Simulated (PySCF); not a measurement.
C₃H₄ClF. Atoms are numbered in the order given.

```xyz
9

C     -1.3740    -1.1265     0.0000
C      0.0905    -0.8702     0.0000
F      0.8427    -1.9960     0.0000
C      0.7468     0.3083     0.0000
Cl    -0.0559     1.8449     0.0000
H     -1.6617    -1.7195     0.8933
H     -1.9360    -0.1758     0.0000
H     -1.6617    -1.7195    -0.8933
H      1.8452     0.3465     0.0000
```
Charge 0, spin multiplicity 1.

Geometry: PBE-D3(BJ)/def2-SVP.

Calculation: r2SCAN/def2-TZVP (PySCF).

The molecule is in vacuum.

Computed frontier levels, gap, dipole moment and polarisability:
- highest occupied level = -6.07 eV
- lowest empty level = -0.83 eV
- orbital gap = 5.25 eV
- dipole moment = 0.97 D
- quadrupole, principal values (traceless, Buckingham form, about the centre of nuclear charge) = -5.04, -0.87, 5.92 D·Å
- mean static polarisability = 50.3 bohr³ (7.46 Å³)
- polarisability, principal values = 34.7, 48.0, 68.3 bohr³
